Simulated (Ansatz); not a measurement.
Basis-set extrapolation for `F[SiH]1BC1` (PBE0-D4/def2-TZVP geometry, frozen core, Ansatz 0.2.0). Multiplicity 1, RHF reference.

```tsv
	def2-TZVPP	def2-QZVPP
HF	-453.309596	-453.326510
MP2 correlation	-0.638414	-0.688849
CCSD(T) correlation	-0.695507	not run
```

Energies in hartree. Use E(X) = E(∞) + A·exp(−7.88·√X) for Hartree–Fock and E(X) = E(∞) + B·X^(−2.97) for correlation, with X = 3 and 4, and add CCSD(T) minus MP2 of the smaller set to the MP2 limit.

Task: What is the CCSD(T) energy at the basis-set limit?

Result: HF limit: -453.326510 + (-0.016914) × 0.13774 = -453.32884. MP2 limit: -0.688849 + (-0.050435) × 0.74074 = -0.72621. Higher-order term: -0.695507 − (-0.638414) = -0.05709. Total: -454.11214 hartree, 67.2 kcal/mol below CCSD(T)/def2-TZVPP.
